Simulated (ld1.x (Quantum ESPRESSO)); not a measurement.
## Rh (Z = 45), PAW: configuration errors across variants

Rh, PAW, made with ld1.x (Quantum ESPRESSO) 7.5 (LDA (PZ), scalar-relativistic). Core [Kr], reference 4d7 5s2 5p0. Waves: 5s (bound): rcut 2.15, rcutus 2.65 bohr; 5s channel at 3.65 Ry: rcut 2.15, rcutus 2.65 bohr; 5p (bound, empty): rcut 2.25, rcutus 2.60 bohr; 5p channel at 0.25 Ry: rcut 2.25, rcutus 2.60 bohr; 4d (bound): rcut 1.05, rcutus 1.40 bohr; 4d channel at 1 Ry: rcut 1.05, rcutus 1.40 bohr. Local part: all-electron potential smoothed inside 1.05 bohr (lloc = -1). Core correction: Bessel-smoothed model core inside 1.20 bohr. Augmentation charge: PSQ, inside the norm-conserving radii.

All-electron excitation energies from the reference (eV): (1) 4d8 5s1 5p0 -2.381; (2) 4d8 5s0 5p0 5.410; (3) 4d7 5s0 5p0 25.177; (4) 4d7 5s1 5p0 8.961; (5) 4d5 5s0 5p0 105.063; (6) 4d9 5s0 5p0 -3.224; (7) 4d8 5s0.5 5p0 0.697; (8) 4d7 5s2 5p0 spin -1.322; (9) 4d8 5s1 5p0 spin -3.264.

Spin tests fill each open shell by Hund’s rule, majority spin first.

The overlap operator is not positive definite (basis up to 400 Ry) in “base”, “all radii but the core radius scaled by about 1.06 (s 2.82, p 2.76, d 1.48 bohr, rcut 2.28/2.40/1.12); local potential all-electron potential smoothed inside 1.12 bohr (lloc = -1)”. Such files are unfit for use, however small their errors in these radial tests.

5 further variants failed, have other tests or too few solved ones, and are left out.

A true bound ghost makes a file unfit for plane-wave use even where its test errors are small: the radial tests pick states by their node count and pass the ghost by.

Errors AE − PS in meV (a dash: test not solved or not reliable):

```csv
change,(1),(2),(3),(4),(5),(6),(7),(8),(9),bound ghosts
base,-38,-54,-9.3,-2.2,-712,-121,-46,-2.5,-39,"p (s not tested, overlap not positive)"
"all radii but the core radius scaled by about 0.89 (s 2.36, p 2.32, d 1.26 bohr, rcut 1.92/2.02/0.94); local potential all-electron potential smoothed inside 0.94 bohr (lloc = -1)",-39,-54,-9.0,-2.0,-713,-120,-46,-2.7,-40,"s, p"
"all radii but the core radius scaled by about 1.06 (s 2.82, p 2.76, d 1.48 bohr, rcut 2.28/2.40/1.12); local potential all-electron potential smoothed inside 1.12 bohr (lloc = -1)",-39,-54,-9.5,-2.3,-710,-121,-47,-3.0,-40,"p (s not tested, overlap not positive)"
```

**Question.** Give the same row for: all radii but the core radius scaled by about 0.85 (s 2.26, p 2.22, d 1.20 bohr, rcut 1.84/1.92/0.90); local potential all-electron potential smoothed inside 0.90 bohr (lloc = -1).

**Answer.** -39, -54, -9.0, -2.0, -713, -120, -46, -2.7, -40; bound ghosts: s, p.
